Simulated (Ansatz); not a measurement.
Frontier orbitals of CH$_{5}$FSSi, SMILES `FC([SiH3])S`.

| atom | x (Å) | y (Å) | z (Å) |
| --- | --- | --- | --- |
| F1 | 0.423 | 0.599 | -1.793 |
| C2 | -0.432 | 0.189 | -0.777 |
| Si3 | 0.392 | 0.465 | 0.912 |
| S4 | -0.969 | -1.506 | -0.989 |
| H5 | -1.351 | 0.778 | -0.866 |
| H6 | -0.629 | 0.267 | 1.970 |
| H7 | 0.948 | 1.840 | 0.989 |
| H8 | 1.482 | -0.535 | 1.055 |
| H9 | 0.136 | -2.097 | -0.502 |

Total charge 0; spin multiplicity 1. All single points use the PBE0-D4/def2-TZVP geometry. It is one conformer, not always the lowest. Basis def2-TZVPP, the Gaussian-basis code of Ansatz.

```csv
functional,HOMO (eV),LUMO (eV)
HF,-10.43,2.85
```

**Question.** Give HOMO and LUMO (eV) with LDA (SPW92), PBE, revPBE, BLYP, r2SCAN, B97M-V, PBE0, B3LYP, r2SCANh, r2SCAN0, HSE06 (plane-wave form), BHLYP, CAM-B3LYP, LC-ωPBE, ωB97X-V, ωB97M-V. (Estimate.)

**Answer.** Ansatz gave: 
| functional | HOMO | LUMO |
| --- | --- | --- |
| LDA (SPW92) | -6.47 | -1.30 |
| PBE | -6.33 | -1.08 |
| revPBE | -6.27 | -0.98 |
| BLYP | -6.17 | -0.96 |
| r2SCAN | -6.60 | -0.75 |
| B97M-V | -6.72 | -0.93 |
| PBE0 | -7.56 | -0.19 |
| B3LYP | -7.33 | -0.42 |
| r2SCANh | -7.05 | -0.44 |
| r2SCAN0 | -7.74 | 0.02 |
| HSE06 (plane-wave form) | -7.16 | -0.56 |
| BHLYP | -8.67 | 0.69 |
| CAM-B3LYP | -8.91 | 0.82 |
| LC-ωPBE | -10.31 | 2.01 |
| ωB97X-V | -9.94 | 1.86 |
| ωB97M-V | -9.78 | 1.56 |

B3LYP here is the variant with VWN-RPA as its local correlation; programs differ in this. LC-ωPBE has ω = 0.4 bohr⁻¹. Positive LUMOs are unbound and depend on the basis.
